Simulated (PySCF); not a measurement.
## Worked example: entropy of an ideal gas

BI2, SMILES [B](I)I, multiplicity 2.

The structure is a stationary point at PBE-D3(BJ)/def2-TZVP. The isomer is the one that the SMILES or the coordinates give; other isomers of the formula were not compared. The def2 effective core potentials stand for the cores of I; spin–orbit coupling is left out.

PBE-D3(BJ)/def2-TZVP (PySCF) gives the harmonic wavenumbers 116, 436, 742 cm⁻¹ and the rotational temperatures 2.7710, 0.0267, 0.0265 K. The molar mass is 264.62 g/mol, the symmetry number 2, the spin multiplicity 2.

Work out the entropy at 298.15 K and 1 atm in the rigid-rotor, harmonic-oscillator model.


Translation (Sackur–Tetrode at 1 atm): S = R[1.5 ln M + 2.5 ln T − 1.16487] = 178.3 J/(mol K).
Rotation: q = (√π/σ) T^1.5/√(θA θB θC) = 103000, S = R[ln q + 3/2] = 108.4 J/(mol K).
Vibration: with u = 1.4388 ν/T, each mode gives R[u/(e^u − 1) − ln(1 − e^−u)]:
```
ν (cm⁻¹)  modes     u  S (J/(mol K))
--------  -----  ----  -------------
116           1  0.56          13.25
436           1  2.10           3.51
742           1  3.58           1.09
```
These are all the modes. Sum 17.8 J/(mol K).
Spin: R ln 2 = 5.8 J/(mol K).
Total 310.4 J/(mol K); the program's own thermochemistry gives 310.4. Translation makes up 57 % and vibration 6 %. Anharmonicity, hindered rotation and orbital degeneracy are left out.
